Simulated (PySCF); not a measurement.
**Polarisability and C₆ of Mn²⁺ (manganese, charge +2)**

[Ar] 3d5, high-spin 6S determinant. Computed with PySCF 2.14 in aug-cc-pVTZ with one added diffuse shell each of s, p, d, f, g type (9s8p6d4f3g, 118 functions), with no relativity, point nucleus. Coupled (time-dependent) response in atomic units; α is the mean over directions.

| method | mean α (bohr³) | C₆ (like pair) | S(−4) |
| --- | --- | --- | --- |
| B3LYP | 3.875 | 11.43 | 8.439 |

S(−4) is the Cauchy moment in α(ω) = α(0) + S(−4) ω² + …

α(iu) at B3LYP:

| u (hartree) | α(iu) (bohr³) |
| --- | --- |
| 0 | 3.875 |
| 0.0500 | 3.854 |
| 0.100 | 3.794 |
| 0.200 | 3.584 |
| 0.300 | 3.314 |
| 0.500 | 2.784 |
| 0.750 | 2.269 |
| 1.00 | 1.891 |
| 1.50 | 1.377 |
| 2.00 | 1.045 |
| 3.00 | 0.6564 |
| 5.00 | 0.3240 |

A single London oscillator, α(iu) = α/(1 + u²/ω²), gives C₆ = (3/4) ω α². Matching the computed C₆ needs ω = 4 × 11.43 / (3 × 3.875²) = 1.01 hartree.

For an ion, C₆ is the dispersion term alone; charge-induced terms of lower order in 1/R come first.
